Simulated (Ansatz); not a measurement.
C2H4FGaSi, SMILES `FC1=C[SiH]1[GaH2]`. Total charge 0; spin multiplicity 1. The geometry is a stationary point of PBE0-D4/def2-TZVP.

```xyz
9

F    -1.159   -1.225   -2.286
C    -0.300   -0.916   -1.331
C     0.975   -0.612   -1.261
Si    0.153   -0.621    0.404
Ga   -0.483    1.436    1.481
H     1.838   -0.490   -1.899
H     0.372   -1.815    1.274
H    -0.489    2.753    0.625
H    -0.907    1.490    2.994
```

**Question.** What is the dipole moment at ωB97M-V/def2-TZVPP? (Best estimate.)

**Answer.** Computed: 1.46 D, with components (0.95, 0.52, 0.97) D in this frame, pointing from negative to positive charge.

**Question.** And with PBE, r2SCAN, B3LYP? (An estimate is asked.)

**Answer.** Computed: PBE 1.10 D, r2SCAN 1.18 D, B3LYP 1.38 D.

**Question.** Give the Mulliken charges with ωB97M-V, PBE, r2SCAN in def2-TZVPP. (Best estimate.)

**Answer.** The calculation gave: 
| atom | ωB97M-V | PBE | r2SCAN |
| --- | --- | --- | --- |
| F1 | -0.18 | -0.13 | -0.18 |
| C2 | 0.12 | 0.15 | 0.14 |
| C3 | -0.18 | -0.15 | -0.17 |
| Si4 | 0.05 | 0.01 | 0.11 |
| Ga5 | 0.13 | 0.14 | 0.22 |
| H6 | 0.13 | 0.11 | 0.10 |
| H7 | -0.03 | -0.06 | -0.09 |
| H8 | -0.02 | -0.03 | -0.06 |
| H9 | -0.02 | -0.03 | -0.06 |

B3LYP here is the variant with VWN-RPA as its local correlation; programs differ in this.
